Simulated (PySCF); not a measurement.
C3H10BO2 (charge -1).
Atom-mapped SMILES: `[CH3:1][CH2:2][O:3][B@H-:4]([CH3:5])[OH:6]` (hydrogens: H7, H8, H9 on C1; H10, H11 on C2; H12 on B4; H13, H14, H15 on C5; H16 on O6)

The closed-shell SCF was solved with PySCF and density fitting under several settings on one GFN2-xTB geometry (grid level 2 and gas phase unless stated).

```json
{"settings": "PBE0/pcSseg-1", "basis functions": "152", "SCF cycles": "14", "E (Eh)": "-295.3589", "HOMO (eV)": "-1.56", "LUMO (eV)": "5.51"}
{"settings": "PW91/def2-SVP", "basis functions": "134", "SCF cycles": "16", "E (Eh)": "-295.3833", "HOMO (eV)": "0.16", "LUMO (eV)": "5.00"}
```

Q: Estimate the rows for these settings: (1) BLYP/IGLO-II, start guess sap; (2) CAM-B3LYP/pcSseg-1, IEF-PCM water, level shift 0.3 Eh.

A: 
```tsv
settings	basis functions	SCF cycles	E (Eh)	HOMO (eV)	LUMO (eV)
BLYP/IGLO-II, start guess sap	192	17	-295.7076	-0.07	4.60
CAM-B3LYP/pcSseg-1, IEF-PCM water, level shift 0.3 Eh	152	13	-295.6683	-7.57	2.89
```

Q: Over all rows, what range does the HOMO–LUMO gap span?

A: From 4.67 eV (BLYP/IGLO-II, start guess sap) to 10.46 eV (CAM-B3LYP/pcSseg-1, IEF-PCM water, level shift 0.3 Eh). The functional of the narrowest has no exact exchange, that of the widest range-separated exact exchange.

Whole jobs, the steps after the SCF included, on an Arm Neoverse V1 with one thread (shared host):

```json
{"settings": "PBE0/pcSseg-1", "work after the SCF": "shieldings, charges and field gradients, density and orbital grids written", "wall time": "20 s", "peak memory": "0.70 GiB"}
{"settings": "PW91/def2-SVP", "work after the SCF": "spin–spin couplings from 14 perturbed nuclei, spin–dipole term for 1 of them", "wall time": "19 s", "peak memory": "0.48 GiB"}
{"settings": "BLYP/IGLO-II, start guess sap", "work after the SCF": "spin–spin couplings from 14 perturbed nuclei, spin–dipole term for 1 of them", "wall time": "32 s", "peak memory": "0.59 GiB"}
{"settings": "CAM-B3LYP/pcSseg-1, IEF-PCM water, level shift 0.3 Eh", "work after the SCF": "shieldings", "wall time": "22 s", "peak memory": "0.96 GiB"}
```

Cycle counts include a coarse-grid stage where the run had one. The HOMO energy is positive at PW91/def2-SVP; such an orbital is held in place by the finite basis. The species at its GFN2-xTB geometry (one conformer only).

Conformer computed: `[CH3:1][CH2:2][O:3][B@H-:4]([CH3:5])[OH:6]`: C1–C2–O3–B4 -173°, C2–O3–B4–C5 -174°, H–O6–B4–O3 57°.
